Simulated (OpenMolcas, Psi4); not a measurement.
Predicting a hybrid from its neighbours: SnO (tin(ii) oxide)

SnO: 2 atoms, total charge 0, spin state singlet. SMILES: `[O]=[Sn]`. Geometry: relaxed at PBE0-D4/def2-TZVP.

The HOMO–LUMO gap y, in eV, basis def2-TZVPPD with a core potential; a is the functional's share of exact exchange. Programs: OpenMolcas 26.06, Psi4 1.11.

```
functional     program     a  y (eV)
    r2SCAN  OpenMolcas     0    3.86
      BLYP  OpenMolcas     0    3.42
     TPSSh        Psi4   0.1       ?
     B3LYP  OpenMolcas   0.2    4.95
      PBE0  OpenMolcas  0.25    5.38
     BHLYP  OpenMolcas   0.5    7.17
```

Q: Fit y = c + s·a to the known rows and predict TPSSh.

A: 
1. Means of the 5 rows: a = 0.1900, y = 4.956.
2. Σ(Δa)² = 0.172, Σ(Δa·Δy) = 1.2118, so the slope is 1.2118/0.172 = 7.0453.
3. Intercept: 4.956 − (7.0453) × 0.1900 = 3.617. The largest residual of the fit is 0.24.
4. TPSSh: 3.617 + (7.0453) × 0.1 = 4.32 eV.

The run gave 4.35 eV, so the prediction is off by -0.03 eV, within the scatter of the fit. Exact exchange lowers occupied levels and raises empty ones. The rows mix families of semi-local functionals, which the line can't see.
